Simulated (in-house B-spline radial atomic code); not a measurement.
A run on neutral cobalt (an excited or competing configuration) that did not converge. Method: scalar-relativistic (X2C) B97-1, spin-polarised, spherical fractional occupations, Fermi nucleus of rms radius 3.7875 fm; computed with an all-electron radial atomic-structure program (B-spline basis).

Command:
```bash
python run_scf.py task.json out
```
Settings (nuclear radius in fm, mass in u):
```
Z                27
configuration    [Ne] 3s2 3p5 3d7 4s2 5f1
hamiltonian      x2c
method           b97_1
spin_polarised   True
nucleus          fermi
rms_radius       3.7875
atomic_mass      58.93319
speed_of_light   137.035999084
```

First and last ten iterations of the last attempt (damped for 15 steps, keeping 80 % of the old Fock matrix, then DIIS):
```
 iter        energy (Eh)    residual
    1       -1386.179578    3.36e-01
    2       -1386.563164    3.68e-01
    3       -1388.667901    2.34e-01
    4       -1389.676231    1.44e-01
    5       -1390.115842    8.60e-02
    6       -1390.290128    4.90e-02
    7       -1390.353833    2.67e-02
    8       -1390.376038    1.45e-02
    9       -1390.383504    9.73e-03
   10       -1390.385974    7.05e-03
  111       -1390.387640    5.62e-05
  112       -1390.387641    4.85e-05
  113       -1390.387642    4.44e-05
  114       -1390.387646    3.62e-05
  115       -1390.387643    3.09e-05
  116       -1390.387641    4.33e-05
  117       -1390.387641    4.74e-05
  118       -1390.387641    4.72e-05
  119       -1390.387641    4.59e-05
  120       -1390.387641    4.51e-05
 not converged after 120 iterations
```

The smallest residual met was 2.4e-05; the threshold is about 3e-07. Over the last five steps the energy moves by less than 1e-06 hartree, but the orbitals didn't meet the threshold. Run time, properties included: 8.4 s on 1 thread of Arm Neoverse V1 (shared host).
